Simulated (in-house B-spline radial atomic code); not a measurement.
How numerical settings move a run on Dy³⁺, [Xe] 4f9. Computed with an all-electron radial atomic-structure program (B-spline basis): scalar-relativistic (X2C) TPSS, spin-polarised, spherical fractional occupations, Fermi nucleus of rms radius 5.2218 fm.

Command:
```bash
python run_scf.py task.json out
```
Settings of the sound reference run:
```
Z                66
electrons        63
configuration    [Xe] 4f9
hamiltonian      x2c
method           tpss,tpss
spin_polarised   True
nucleus          fermi
rms_radius       5.2218
mass_number      164
atomic_mass      163.9292
speed_of_light   137.036
knot_spacing     0.22
spline_order     8
gauss_points     12
box_radius       16.22
max_iterations   70
damping          0.5
damped_steps     3
diis_vectors     10
tolerance        1e-08
start            Thomas-Fermi
```

Time taken, with all properties: 0.53 s on 1 thread of AMD EPYC 7R43 64-Core Processor, with other jobs on the host.

It converges in 8 iterations to -12154.991951 hartree, with 4f down at -31.9618 eV. The other runs change the listed settings, some to values that make no sense; their results aren't properties of the atom or ion. Radii are in bohr (the nuclear one in fm), a minus after a letter asks for a j subshell, and «unchanged» means within 1e-8 hartree. The run stops when the residual is below 10 × tolerance × max(1, Z/10), or a noise floor if that is larger, and the energy moves by less than 1e-8 × √|E| hartree; so very loose and very tight tolerances often act alike.

```tsv
changed settings	outcome
diis_vectors = 1	not converged after 70 iterations, last residual 2.9e+00, last energy +2.81e+02 hartree from the reference
knot_spacing = 2, spline_order = 3, max_iterations = 75, damped_steps = 1, start = bare nucleus	converged in 6 iterations, energy +2.60e+03 hartree from the reference, 4f down level -5.6e+02 eV (the program warns: 5s up reaches the box edge; 5s down reaches the box edge)
diis_vectors = 0	converged in 13 iterations, energy unchanged, 4f down level +9.2e-05 eV
diis_vectors = 2	converged in 9 iterations, energy unchanged, 4f down level +9.4e-05 eV
box_radius = 64.88	converged in 8 iterations, energy +3.41e-07 hartree from the reference, 4f down level +4.5e-07 eV
first_knot = 0.0152	converged in 8 iterations, energy +1.18e+00 hartree from the reference, 4f down level -1.3e-03 eV
box_radius = 1.62	converged in 7 iterations, energy +2.09e+01 hartree from the reference, 4f down level +6.8e+01 eV (the program warns: 4f down has a positive eigenvalue: unbound, held by the box; 5s up has a positive eigenvalue: unbound, held by the box)
box_radius = 3.24	converged in 8 iterations, energy +1.61e-01 hartree from the reference, 4f down level +2.3e+00 eV (the program warns: 4f down reaches the box edge; 4d up reaches the box edge)
first_knot = 0.00455	converged in 8 iterations, energy -8.03e-01 hartree from the reference, 4f down level +1.0e-03 eV
first_knot = 0.00152	converged in 8 iterations, energy -4.03e-01 hartree from the reference, 4f down level +3.6e-04 eV
first_knot = 0.000152	converged in 8 iterations, energy -4.00e-05 hartree from the reference, 4f down level +9.2e-04 eV
hamiltonian = dirac, method = hf, spin_polarised = False, speed_of_light = 72.61538	converged in 12 iterations to -14665.8893 hartree, a different physical problem
box_radius = 4.87	converged in 8 iterations, energy +1.10e-03 hartree from the reference, 4f down level +4.4e-02 eV (the program warns: 4f down reaches the box edge; 5s up reaches the box edge)
diis_vectors = 20	converged in 8 iterations, energy unchanged
box_radius = 4.87, max_iterations = 50, damped_steps = 8	converged in 12 iterations, energy +1.10e-03 hartree from the reference, 4f down level +4.4e-02 eV (the program warns: 4f down reaches the box edge; 5s up reaches the box edge)
first_knot = 1.52e-06	converged in 8 iterations, energy -1.87e-05 hartree from the reference, 4f down level +9.4e-04 eV
first_knot = 0.0455	converged in 8 iterations, energy +1.61e+01 hartree from the reference, 4f down level -2.5e-02 eV
box_radius = 0.65, first_knot = 0.00455, max_iterations = 60, damped_steps = 8, diis_vectors = 1	converged in 10 iterations, energy +1.11e+03 hartree from the reference, 4f down level +9.9e+02 eV (the program warns: 4f down has a positive eigenvalue: unbound, held by the box; 4s up has a positive eigenvalue: unbound, held by the box)
```

Q: What happens with knot_spacing = 0.3, max_iterations = 100, diis_vectors = 20?

A: Converged in 8 iterations, energy +1.69e-04 hartree from the reference, 4f down level -5.6e-04 eV.

Q: What happens with box_radius = 8.11?

A: Converged in 8 iterations, energy -8.56e-06 hartree from the reference, 4f down level +9.4e-06 eV.

Q: What happens with electrons = 64, configuration = [Kr] 4d10 4f9 5s2 5p7, max_iterations = 50?

A: Stopped with error: shell 5p holds at most 3 electrons (per spin).

Q: What happens with first_knot = 1.52e-05?

A: Converged in 8 iterations, energy -1.20e-05 hartree from the reference, 4f down level -3.6e-04 eV.
